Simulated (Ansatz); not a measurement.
Ansatz (a program for electronic structure) input (B3LYP/6-31G*):

Ansatz 0.2 input:
```yaml
crystal:
  periodic: [false, false, false]
  atoms:
    - {symbol: B, position_ang: [0.00000000, 0.00000000, 0.00000000]}
    - {symbol: H, position_ang: [0.00000000, 0.00000000, 1.17438077]}
    - {symbol: H, position_ang: [-0.00000000, -0.00000000, -1.17438077]}
basis:
  gaussian:
    orbitals: 6-31G*
hamiltonian:
  xc: {name: B3LYP}
total_charge: 1
output: {forces: true}
```

Question: Predict the final energy.

Answer: -25.63245 Eh.
